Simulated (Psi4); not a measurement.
Relaxed torsion scan: C2H5ClSi2, SMILES C#C[SiH2][SiH2]Cl. Scanned: dihedral C2–Si3–Si4–Cl5; all other coordinates were relaxed at GFN2-xTB. GFN2-xTB can order the conformers of Si and Ge chains otherwise than DFT does. Points at φ and −φ are mirror images.

Geometry of the scan point at 135° (Å):
```
10

C      2.6774    -0.7389    -0.3026
C      1.6938    -0.0774    -0.0988
Si     0.1754     0.9322     0.2179
Si    -1.6826    -0.4373     0.0091
Cl    -2.9800    -0.1130     1.5402
H      3.5397    -1.3158    -0.4808
H      0.3527     1.5296     1.5492
H      0.1957     2.0214    -0.7707
H     -2.4513    -0.1949    -1.2145
H     -1.3836    -1.8699     0.0439
```

Level of theory: Psi4 1.11 with DF-MP2 (frozen core)/cc-pVTZ // GFN2-xTB.

Scanned values (°): -165, -150, -135, -120, -105, -90, -75, -60, -45, -30, -15, 0, 15, 30, 45, 60, 75, 90, 105, 120, 135, 150, 165, 180.

**Question.** At which scan points does the profile have its minima and maxima, and how high do they lie?

**Answer.** Lower than their neighbours: -60° (0.13 kcal/mol), 60° (0.13 kcal/mol), 180° (0.00 kcal/mol). Higher than their neighbours: -120° (1.26 kcal/mol), 0° (1.35 kcal/mol), 120° (1.26 kcal/mol). The whole profile spans 1.35 kcal/mol.
